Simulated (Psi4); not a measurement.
A dimer, H4O4Si ··· H3ClSi (SMILES O[Si](O)(O)O and [SiH3]Cl); the first 9 atoms form monomer A.

```
14

O      1.3309    -0.7809    -0.5423
Si     0.0001    -0.0003     0.0001
O     -0.3387    -0.1948     1.5882
O      0.2774     1.5961    -0.2220
O     -1.2691    -0.6213    -0.8234
H      2.1808    -0.3629    -0.3828
H     -0.7936    -1.0007     1.8451
H     -0.2610     2.2102     0.2835
H     -1.1267    -0.8454    -1.7464
Si    -3.2839    -1.2977     0.2845
Cl    -1.9100    -2.3325     1.4296
H     -3.1275    -1.7133    -1.1230
H     -3.0189     0.1470     0.4278
H     -4.6386    -1.6240     0.7707
```

Q: What interaction energy does SAPT0/jun-cc-pVDZ, frozen core run with Psi4 give, and which attractive term is the largest?

A: Total 75.19 kJ/mol: electrostatics -158.79, exchange 347.83, induction -62.99, dispersion -50.86. The most attractive term is electrostatics.
